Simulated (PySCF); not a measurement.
Job file and geometry (Å, from GFN2-xTB) of an NMR shielding run on SMILES C#CC[C@H](F)[SiH2]N(C)C, C$_{6}$H$_{12}$FNSi, GIAO PBE0/pcSseg-1 NMR shielding, non-relativistic, gas phase in PySCF 2.14.0, density-fitted response routines; density fitting, a coarse starting grid and PySCF grid level 2 are the driver's defaults:

```
$ OMP_NUM_THREADS=1 python probes_run.py task.json out

{"job": {"kind": "nmr", "xc": "PBE0", "basis": "pcSseg-1"}, "charge": 0, "multiplicity": 1}
C      3.508373     1.234751     1.182516
C      3.069556     0.375506     0.474894
C      2.548374    -0.686308    -0.355804
C      1.087763    -0.978058    -0.018842
F      0.739712    -2.169552    -0.659112
Si    -0.093915     0.417759    -0.595067
N     -1.581860     0.216585     0.232814
C     -2.219916    -1.069792     0.405382
C     -2.533254     1.299689     0.267965
H      3.895537     1.994945     1.792481
H      3.145254    -1.591088    -0.196291
H      2.633721    -0.405023    -1.409022
H      0.997974    -1.193263     1.051896
H     -0.120589     0.324549    -2.067559
H      0.439758     1.710541    -0.167883
H     -2.724124    -1.101986     1.375422
H     -1.482637    -1.864954     0.366177
H     -2.968327    -1.253451    -0.373705
H     -3.102756     1.259540     1.199656
H     -3.239972     1.248044    -0.568286
H     -2.007592     2.248510     0.216600
```

Question: Write the output of this run.

Answer: 
```
coarse grid: 17728 points
cycle   1  E = -679.1158462155  dE =  9.642e-01  |g| = 5.913e-01  |ddm| = 4.138e+00
cycle   2  E = -679.0788605661  dE =  3.699e-02  |g| = 7.713e-01  |ddm| = 1.535e+00
cycle   3  E = -679.1853706266  dE = -1.065e-01  |g| = 1.201e-01  |ddm| = 9.504e-01
cycle   4  E = -679.1878329380  dE = -2.462e-03  |g| = 5.421e-02  |ddm| = 1.382e-01
cycle   5  E = -679.1884172070  dE = -5.843e-04  |g| = 2.435e-02  |ddm| = 4.850e-02
cycle   6  E = -679.1885559928  dE = -1.388e-04  |g| = 4.006e-03  |ddm| = 1.977e-02
cycle   7  E = -679.1885595539  dE = -3.561e-06  |g| = 9.637e-04  |ddm| = 3.484e-03
final grid: 166240 points
cycle   8  E = -679.2482349899  dE = -4.796e-05  |g| = 8.786e-03  |ddm| = 4.121e-02
cycle   9  E = -679.2482267476  dE =  8.242e-06  |g| = 1.091e-02  |ddm| = 1.835e-02
cycle  10  E = -679.2482535026  dE = -2.676e-05  |g| = 1.790e-03  |ddm| = 1.050e-02
cycle  11  E = -679.2482540859  dE = -5.833e-07  |g| = 5.000e-04  |ddm| = 1.675e-03
cycle  12  E = -679.2482541359  dE = -5.000e-08  |g| = 2.314e-04  |ddm| = 4.683e-04
cycle  13  E = -679.2482541475  dE = -1.159e-08  |g| = 3.662e-05  |ddm| = 1.737e-04
cycle  14  E = -679.2482541478  dE = -2.794e-10  |g| = 9.478e-06  |ddm| = 4.181e-05
converged SCF energy = -679.2482541478

GIAO shielding tensors (ppm)
atom      isotropic    diamagn.    paramagn.     s11        s22        s33       span
  0 C      108.224     258.898    -150.674     33.736     38.493    252.442    218.707
  1 C      102.757     265.342    -162.585      5.916      8.058    294.297    288.382
  2 C      163.130     248.457     -85.327    140.216    166.611    182.564     42.348
  3 C       94.656     249.734    -155.078     54.073     75.481    154.414    100.342
  4 F      411.472     476.697     -65.225    372.499    402.328    459.588     87.090
  5 Si     379.438     883.419    -503.981    338.419    351.593    448.301    109.882
  6 N      251.740     328.544     -76.804    223.916    261.541    269.764     45.848
  7 C      146.648     245.647     -98.999    124.074    130.732    185.138     61.064
  8 C      144.429     243.514     -99.085    121.591    125.632    186.064     64.473
  9 H       30.264      35.065      -4.801     24.913     25.271     40.607     15.694
 10 H       28.709      26.656       2.053     23.765     27.929     34.431     10.666
 11 H       29.040      28.904       0.136     25.349     28.259     33.512      8.163
 12 H       26.695      32.908      -6.213     24.689     25.992     29.404      4.715
 13 H       26.878      31.452      -4.574     23.151     25.829     31.654      8.503
 14 H       26.804      33.226      -6.422     22.670     26.878     30.863      8.193
 15 H       29.216      29.994      -0.778     25.133     26.495     36.021     10.888
 16 H       28.448      31.537      -3.089     22.455     29.573     33.316     10.861
 17 H       29.303      29.486      -0.183     25.354     26.570     35.986     10.632
 18 H       29.137      28.873       0.264     24.760     26.545     36.106     11.346
 19 H       29.176      28.333       0.842     24.639     26.818     36.070     11.431
 20 H       28.869      30.136      -1.266     24.126     27.491     34.991     10.865
```

Question: Turn these shieldings into chemical shifts. δ = σ(ref) − σ, references computed at the same level: 13C (σ = 186.93 ppm), 29Si (σ = 349.16 ppm), 1H (σ = 31.72 ppm) against TMS; CFCl3 for 19F (σ = 170.95 ppm); NH3 for 15N (σ = 267.73 ppm).

Answer: Averaging equivalent atoms: C 3: 92.3; C 1: 84.2; C 0: 78.7; C 7/8: 41.4; C 2: 23.8; F 4: -240.5; Si 5: -30.3; N 6: 16.0; H 12: 5.02; H 14: 4.91; H 13: 4.84; H 10: 3.01; H 15/16/17/18/19/20: 2.69; H 11: 2.68; H 9: 1.45 ppm. Unscaled 19F shifts against computed CFCl3 carry errors that often reach 10 to 50 ppm. Experimental scales use liquid or dissolved standards, which lie at an offset from isolated NH3 (liquid NH3: subtract about 20 ppm).

Size and cost of the density-fitted run: 220 basis functions, 67 s wall time (60 s CPU) on 1 thread of an Intel Xeon, shared host; peak memory 0.98 GiB.
